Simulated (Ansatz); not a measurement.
Reaction (ligand exchange at the Sn–N bond): `[NH2][SnH2][F]` + H–F → `[F][SnH2][F]` + NH₃

Isolated molecules relaxed with PBE0-D4/def2-TZVP in Ansatz; ΔE leaves out vibrations. CCSD(T)/CBS adds triple-zeta CCSD(T) − MP2 to the extrapolated MP2 energy (def2 sets, frozen cores). This one scheme is used for every species. DFT in def2-TZVPP. B3LYP here is the variant with VWN-RPA as its local correlation; programs differ in this. def2 core potentials past Kr. For Sn outer-core shells are correlated without core-valence functions, which leaves a few kJ/mol of doubt a bond. Each species was taken in one conformer, which may not be the lowest.

`[NH2][SnH2][F]`:

Cartesian coordinates in Å:
```
N 0.108 1.142 0.593
Sn -0.282 -0.502 -0.483
F 0.924 -1.914 0.057
H -0.049 1.045 1.587
H 1.031 1.531 0.452
H 0.095 -0.217 -2.114
H -1.826 -1.085 -0.091
```

H–F:

Z-matrix (Å, degrees):
```
F
H 1 0.920
```

`[F][SnH2][F]`:

Z-matrix (Å, degrees):
```
Sn
F 1 1.909
F 1 1.909 2 103.3
H 1 1.692 2 107.1 3 -112.8
H 1 1.692 2 107.1 3 112.8
```

NH₃:

Z-matrix (Å, degrees):
```
N
H 1 1.013
H 1 1.013 2 107.1
H 1 1.013 2 107.1 3 -114.5
```

| level | ΔE (kJ/mol) |
| --- | --- |
| PBE-D4 | -55.1 |
| r2SCAN-D4 | -60.5 |
| PBE0-D4 | -51.5 |
| ωB97M-V | -55.5 |
| B3LYP | -62.5 |
| HF/def2-TZVPP | -63.6 |
| HF/def2-QZVPP | -66.9 |
| MP2/CBS(def2) | -45.5 |

**Question.** What does CCSD(T)/CBS give? (Best estimate.)

**Answer.** The calculation gave: -49.3 kJ/mol. The listed levels differ from it by -5.8, -11.2, -2.2, -6.2, -13.2, -14.3, -17.6, 3.8 kJ/mol.

Largest T1 diagnostic among the species: 0.014.

In def2-TZVPP, CCSD(T) changes the Hartree–Fock value by +17.2 kJ/mol (the triples alone add +1.4 kJ/mol) and MP2 by +21.0 kJ/mol. From PBE to PBE0 (25 % exact exchange), in def2-TZVPP and without D4, ΔE moves by +4.0 kJ/mol.
